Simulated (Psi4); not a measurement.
silacyclobutane (C$_{3}$H$_{8}$Si), singlet, geometry from GFN2-xTB. Base run: MP2/6-31G** (Psi4 1.11).

Psi4 was given this input:
```
memory 2 GB

molecule {
0 1
  C     0.94016925    0.39805364    0.93756297
  C     0.99930330   -0.74626934   -0.09591889
  Si   -0.77881964   -0.36144439   -0.68319456
  C    -0.38448642    1.07057269    0.52035540
  H     1.79758492    1.06860867    0.88594702
  H     0.88094386    0.00849054    1.95305098
  H     1.76805182   -0.57948533   -0.84803349
  H     1.18886207   -1.72221791    0.34515954
  H    -1.81068026   -1.29894242   -0.23630310
  H    -0.96271943   -0.02265274   -2.09491916
  H    -0.22126520    2.03238174    0.03791393
  H    -1.06721963    1.23989694    1.34991129
}

set basis 6-31g**

energy('mp2')
print_variables()
```

Each row names what was changed in the base input (with any setting that the change needs).

```
change                          ΔE vs base (kcal/mol)  MP2 correlation (Eh)  basis functions  core-seconds (rough)
------------------------------  ---------------------  --------------------  ---------------  --------------------
base                                            0.000              -0.54972              104                     3
method = mp4                                      ___              -0.55028              104                    60
method = qcisd(t)                              -44.49              -0.55028              104                   100
method = mp3                                      ___              -0.54972              104                    10
method = cepa(1)                               -35.99              -0.55028              104                    60
scf_type = pk; mp2_type = conv                 -0.374              -0.55028              104                    10
method = ccsd                                  -32.93              -0.55028              104                   100
freeze_core = on                                17.31              -0.52214              104                     5
method = scs-mp2                                  ___              -0.55028              104                    10
method = cisd                                   20.97              -0.55028              104                    50
```

Q: Complete the blanks.

A: 
- method = mp4, ΔE vs base (kcal/mol): -42.96
- method = mp3, ΔE vs base (kcal/mol): -28.29
- method = scs-mp2, ΔE vs base (kcal/mol): -4.52
